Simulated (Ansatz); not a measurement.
Reaction (isomerisation): `FC1=C[SiH2]BC1` → `CB1C=C(F)[SiH2]1`

Program: Ansatz. Geometries: PBE0-D4/def2-TZVP. ΔE: electronic, gas phase. CCSD(T)/CBS is the MP2 limit (def2-TZVPP, def2-QZVPP) plus CCSD(T) − MP2 in def2-TZVPP, frozen cores. Functionals use def2-TZVPP. B3LYP here is the variant with VWN-RPA as its local correlation; programs differ in this.

`FC1=C[SiH2]BC1`:

Cartesian coordinates in Å:
```
F -1.007 2.254 -0.743
C -0.569 1.049 -0.349
C -1.408 0.054 -0.060
Si -0.462 -1.462 0.448
B 1.305 -0.511 0.202
C 0.919 0.934 -0.267
H -2.477 0.212 -0.143
H -0.766 -1.911 1.838
H -0.695 -2.632 -0.447
H 2.441 -0.848 0.343
H 1.385 1.169 -1.236
H 1.335 1.691 0.414
```

`CB1C=C(F)[SiH2]1`:

Z-matrix (Å, degrees):
```
C
B 1 1.552
H 1 1.094 2 111.6
H 1 1.098 2 108.5 3 -115.1
H 1 1.092 2 114.6 3 124.4
C 2 1.536 1 131.8 3 -133.1
Si 2 2.030 1 139.7 3 49.0
C 6 1.356 2 101.7 1 -178.4
H 6 1.089 2 133.4 1 1.6
H 7 1.491 2 123.0 1 71.8
H 7 1.491 2 122.7 1 -75.5
F 8 1.324 6 124.8 2 179.7
```

```tsv
level	ΔE (kcal/mol)	difference from CCSD(T)/CBS
PBE-D4	-1.8	-2.8
r2SCAN-D4	-0.2	-1.2
PBE0-D4	-0.1	-1.1
B3LYP-D4	0.1	-0.9
ωB97X-V	1.6	0.6
ωB97M-V	0.4	-0.6
B2PLYP	-0.3	-1.3
PBE	-2.3	-3.3
r2SCAN	-0.3	-1.3
PBE0	-0.5	-1.5
B3LYP	-0.8	-1.8
HF/def2-TZVPP	2.6	1.6
MP2/def2-TZVPP	0.2	-0.8
SCS-MP2/def2-TZVPP	0.8	-0.2
CCSD/def2-TZVPP	1.6	0.6
CCSD(T)/def2-TZVPP	0.8	-0.2
HF/def2-QZVPP	2.6	1.6
MP2/def2-QZVPP	0.3	-0.7
SCS-MP2/def2-QZVPP	0.9	-0.1
HF/CBS(def2)	2.6	1.6
MP2/CBS(def2)	0.3	-0.7
CCSD/CBS(def2)	1.8	0.8
CCSD(T)/CBS	1.0	0
```

Largest T1 diagnostic among the species: 0.013.

The D4 term adds +0.9 kcal/mol with B3LYP and +0.4 kcal/mol with PBE0; it sums over pairs of atoms, weighted by their polarisabilities, and B3LYP, whose exchange is more repulsive, gets the larger term. From PBE to PBE0 (25 % exact exchange), in def2-TZVPP and without D4, ΔE moves by +1.8 kcal/mol. In def2-TZVPP, CCSD(T) changes the Hartree–Fock value by −1.8 kcal/mol (the triples alone add −0.8 kcal/mol) and MP2 by −2.4 kcal/mol.
